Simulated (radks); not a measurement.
Initial-state core-level shifts of the xenon ion Xe+ when its valence configuration changes from [Kr] 4d10 5s2 5p5. All-electron calculation, scalar-relativistic Kohn-Sham, LDA (Slater exchange, Perdew-Wang correlation), spin-polarised, spherical densities, finite nucleus; open shells are filled with parallel spins first (spin-orbit coupling, left out, can overturn this in heavy ions); Fermi nuclear charge, rms radius 4.7859 fm. Program: a radial shooting solver on a logarithmic mesh with Libxc functionals. Shifts are changes of the shell-averaged eigenvalues in eV (positive: less bound); the change of the density at the nucleus, which sets a Mossbauer isomer shift, is in e/bohr^3, on a base of 2.795e+05.

valence,2p,3s,3p,3d,density at nucleus
4d9 5s2 5p6,-10.687,-10.048,-10.051,-10.189,+30.61
4d10 5s1 5p6,-1.373,-1.405,-1.403,-1.403,-90.87
4d10 5s1.5 5p5.5,-0.690,-0.706,-0.705,-0.705,-45.15
4d9.5 5s2 5p5.5,-5.313,-5.005,-5.006,-5.073,+15.18
